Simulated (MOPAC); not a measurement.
Job for MOPAC: PM6 on C3H8O (a complex), monomers drawn apart or pushed together.

```
PM6 1SCF PRECISE CHARGE=0 THREADS=1
C3H8O

H     -0.34819692 1    -0.23171982 1    -0.37029810 1
H     -0.25523136 1    -0.43205205 1     0.34241316 1
C      0.64134222 1    -0.16128544 1     6.15474849 1
C      0.45174254 1     0.13778901 1     4.68444966 1
C      0.51377407 1     1.59354918 1     4.28007613 1
O      0.26037004 1    -0.74203237 1     3.87690986 1
H      1.63274863 1     0.16797388 1     6.47675513 1
H     -0.08602409 1     0.39362403 1     6.75238743 1
H      0.53339551 1    -1.22784478 1     6.33644702 1
H      0.41569935 1     1.68966430 1     3.20168769 1
H     -0.28835419 1     2.14983771 1     4.77222217 1
H      1.45556232 1     2.03948412 1     4.60912456 1
```

Program output:

```
*******************************************************************************
 **                                                                           **
 **                              MOPAC v23.2.5                                **
 **                                                                           **
 *******************************************************************************
 ** MOPAC's Digital Object Identifier: https://doi.org/10.5281/zenodo.6511958 **
 **                                                                           **
 ** Please cite the open-source release paper for use of this MOPAC version:  **
 ** J. E. Moussa and J. J. P. Stewart (2026)                                  **
 ** MOPAC: An open-source semiempirical molecular orbital program             **
 ** J. Open Source Softw., 11(119), 8025, https://doi.org/10.21105/joss.08025 **
 *******************************************************************************

                              PM6 CALCULATION RESULTS

 *******************************************************************************
 *  PM6        - The PM6 Hamiltonian to be used
 *
 *
 *
 *                 CHARGE ON SYSTEM = 0
 *
 *
 *
 *  PRECISE    - TIGHTER CRITERIA TO BE USED
 *  1SCF       - DO 1 SCF AND THEN STOP
 *  THREADS=1  - MULTI-THREADING NOT USED
 *  T=         - A TIME OF 172800.0 SECONDS REQUESTED
 *  DUMP=N     - RESTART FILE WRITTEN EVERY 7200.0 SECONDS REQUESTED
 *******************************************************************************
PM6 1SCF PRECISE CHARGE=0 THREADS=1
 C3H8O

   ATOM   CHEMICAL          X               Y               Z
  NUMBER   SYMBOL      (ANGSTROMS)     (ANGSTROMS)     (ANGSTROMS)

     1       H         -0.34819692  *  -0.23171982  *  -0.37029810  *
     2       H         -0.25523136  *  -0.43205205  *   0.34241316  *
     3       C          0.64134222  *  -0.16128544  *   6.15474849  *
     4       C          0.45174254  *   0.13778901  *   4.68444966  *
     5       C          0.51377407  *   1.59354918  *   4.28007613  *
     6       O          0.26037004  *  -0.74203237  *   3.87690986  *
     7       H          1.63274863  *   0.16797388  *   6.47675513  *
     8       H         -0.08602409  *   0.39362403  *   6.75238743  *
     9       H          0.53339551  *  -1.22784478  *   6.33644702  *
    10       H          0.41569935  *   1.68966430  *   3.20168769  *
    11       H         -0.28835419  *   2.14983771  *   4.77222217  *
    12       H          1.45556232  *   2.03948412  *   4.60912456  *



          CARTESIAN COORDINATES

    NO.       ATOM           X           Y           Z

     1         H         -0.3482     -0.2317     -0.3703
     2         H         -0.2552     -0.4321      0.3424
     3         C          0.6413     -0.1613      6.1547
     4         C          0.4517      0.1378      4.6844
     5         C          0.5138      1.5935      4.2801
     6         O          0.2604     -0.7420      3.8769
     7         H          1.6327      0.1680      6.4768
     8         H         -0.0860      0.3936      6.7524
     9         H          0.5334     -1.2278      6.3364
    10         H          0.4157      1.6897      3.2017
    11         H         -0.2884      2.1498      4.7722
    12         H          1.4556      2.0395      4.6091

 General Reference for PM6:
 "Optimization of Parameters for Semiempirical Methods V: Modification of NDDO Approximations
 and Application to 70 Elements", J. J. P. Stewart, J. Mol. Mod., 13, 1173-1213 (2007)
 URL: https://link.springer.com/article/10.1007/s00894-007-0233-4

           Empirical Formula: C3 H8 O  =    12 atoms



      MOLECULAR POINT GROUP   :   Cs


      RHF CALCULATION, NO. OF DOUBLY OCCUPIED LEVELS = 13


 -------------------------------------------------------------------------------
 PM6 1SCF PRECISE CHARGE=0 THREADS=1
 C3H8O



     1SCF WAS SPECIFIED, SO BFGS WAS NOT USED
     SCF FIELD WAS ACHIEVED


                              PM6 CALCULATION
                                                       MOPAC v23.2.5 Linux




          FINAL HEAT OF FORMATION =        -79.47539 KCAL/MOL =    -332.52502 KJ/MOL


          COSMO AREA              =        128.53 SQUARE ANGSTROMS
          COSMO VOLUME            =        103.48 CUBIC ANGSTROMS

          IONIZATION POTENTIAL    =         10.266598 EV
          HOMO LUMO ENERGIES (EV) =        -10.267  0.701
          NO. OF FILLED LEVELS    =         13
          MOLECULAR WEIGHT        =         60.0956         POINT GROUP:  Cs

          MOLECULAR DIMENSIONS (Angstroms)

            Atom       Atom       Distance
            H     8    H     1     7.15489
            H     9    H    11     3.58627
            H     1    H    12     1.97017


          SCF CALCULATIONS        =          1





   ATOM   CHEMICAL          X               Y               Z
  NUMBER   SYMBOL      (ANGSTROMS)     (ANGSTROMS)     (ANGSTROMS)

     1       H         -0.34819692  *  -0.23171982  *  -0.37029810  *
     2       H         -0.25523136  *  -0.43205205  *   0.34241316  *
     3       C          0.64134222  *  -0.16128544  *   6.15474849  *
     4       C          0.45174254  *   0.13778901  *   4.68444966  *
     5       C          0.51377407  *   1.59354918  *   4.28007613  *
     6       O          0.26037004  *  -0.74203237  *   3.87690986  *
     7       H          1.63274863  *   0.16797388  *   6.47675513  *
     8       H         -0.08602409  *   0.39362403  *   6.75238743  *
     9       H          0.53339551  *  -1.22784478  *   6.33644702  *
    10       H          0.41569935  *   1.68966430  *   3.20168769  *
    11       H         -0.28835419  *   2.14983771  *   4.77222217  *
    12       H          1.45556232  *   2.03948412  *   4.60912456  *

                             CARTESIAN COORDINATES

   1    H       -0.348196920    -0.231719820    -0.370298100
   2    H       -0.255231360    -0.432052050     0.342413160
   3    C        0.641342220    -0.161285440     6.154748490
   4    C        0.451742540     0.137789010     4.684449660
   5    C        0.513774070     1.593549180     4.280076130
   6    O        0.260370040    -0.742032370     3.876909860
   7    H        1.632748630     0.167973880     6.476755130
   8    H       -0.086024090     0.393624030     6.752387430
   9    H        0.533395510    -1.227844780     6.336447020
  10    H        0.415699350     1.689664300     3.201687690
  11    H       -0.288354190     2.149837710     4.772222170
  12    H        1.455562320     2.039484120     4.609124560


           Empirical Formula: C3 H8 O  =    12 atoms



      MOLECULAR POINT GROUP   :   Cs


                  EIGENVALUES
 -31.80633 -27.62652 -25.26832 -19.60148 -16.20869 -16.07551 -15.59623 -14.84796
 -14.06982 -13.55131 -13.52446 -13.11300 -10.26660   0.70067   2.83479   3.72120
   4.56920   5.08470   5.11290   5.35922   5.48376   6.19472   6.37497   7.48556


              NET ATOMIC CHARGES AND DIPOLE CONTRIBUTIONS

  ATOM NO.   TYPE          CHARGE      No. of ELECS.   s-Pop       p-Pop
    1          H          -0.008937        1.0089     1.00894
    2          H           0.008940        0.9911     0.99106
    3          C          -0.637971        4.6380     1.10511     3.53287
    4          C           0.621069        3.3789     1.10001     2.27892
    5          C          -0.637727        4.6377     1.10495     3.53278
    6          O          -0.490895        6.4909     1.85051     4.64038
    7          H           0.188188        0.8118     0.81181
    8          H           0.187275        0.8127     0.81273
    9          H           0.197272        0.8027     0.80273
   10          H           0.197143        0.8029     0.80286
   11          H           0.188337        0.8117     0.81166
   12          H           0.187306        0.8127     0.81269
 DIPOLE           X         Y         Z       TOTAL
 POINT-CHG.     0.545     2.487     2.321     3.445
 HYBRID         0.011     0.055     0.051     0.076
 SUM            0.556     2.542     2.372     3.521


          ATOMIC ORBITAL ELECTRON POPULATIONS

     Atom    s        px        py        pz
    1  H   1.00894
    2  H   0.99106
    3  C   1.10511   1.20303   1.21365   1.11618
    4  C   1.10001   0.61475   0.83226   0.83191
    5  C   1.10495   1.20430   1.11739   1.21109
    6  O   1.85051   1.44900   1.57434   1.61704
    7  H   0.81181
    8  H   0.81273
    9  H   0.80273
   10  H   0.80286
   11  H   0.81166
   12  H   0.81269

 **********************
 *                    *
 * JOB ENDED NORMALLY *
 *                    *
 **********************




 == MOPAC DONE ==
```

The run finished.

Cost: about 0.03 core-seconds (a rough figure).
